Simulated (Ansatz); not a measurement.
Stepwise reaction of `N[SiH3]` with hydrogen fluoride, as a gas-phase model of exchange steps in deposition or etching. ΔE in kJ/mol; ΔG adds harmonic PBE0-D4 terms to CCSD(T)/CBS, at 1 bar.

Computed with Ansatz on PBE0-D4/def2-TZVP structures; ΔE is electronic, products minus reactants. CCSD(T)/CBS is the MP2 limit (def2-TZVPP, def2-QZVPP) plus CCSD(T) − MP2 in def2-TZVPP, frozen cores. This one scheme is used for every species. DFT in def2-TZVPP. B3LYP here is the variant with VWN-RPA as its local correlation; programs differ in this. One conformer a species, not always the lowest.

| step | reaction | PBE-D4 | B3LYP-D4 | ωB97M-V | CCSD(T)/CBS | ΔG(500 K) |
| --- | --- | --- | --- | --- | --- | --- |
| 1 | `N[SiH3]` + H–F → `N[SiH2]F` + H₂ | -132.6 | -141.0 | -141.6 | -138.1 | -133.9 |
| 2 | `N[SiH2]F` + H–F → `N[SiH](F)F` + H₂ | -129.3 | -138.3 | -139.1 | -136.0 | -137.8 |
| 3 | `N[SiH](F)F` + H–F → `N[Si](F)(F)F` + H₂ | -126.4 | -135.2 | -136.7 | -133.9 | -133.3 |

(1) By hand: ΔE of the 3 steps together at CCSD(T)/CBS.

Answers

(1) (-138.1) + (-136.0) + (-133.9) = -408.0 kJ/mol, or -136.0 kJ/mol a step.

In ΔE the steps differ by no more than 4.2 kJ/mol. All are downhill at CCSD(T)/CBS. ΔG lies between -137.8 and -133.3 kJ/mol a step. PBE-D4 differs from CCSD(T)/CBS by 5.5 to 7.5 kJ/mol a step. Isolated molecules leave out the surface, adducts and barriers. Largest T1 diagnostic: 0.011.
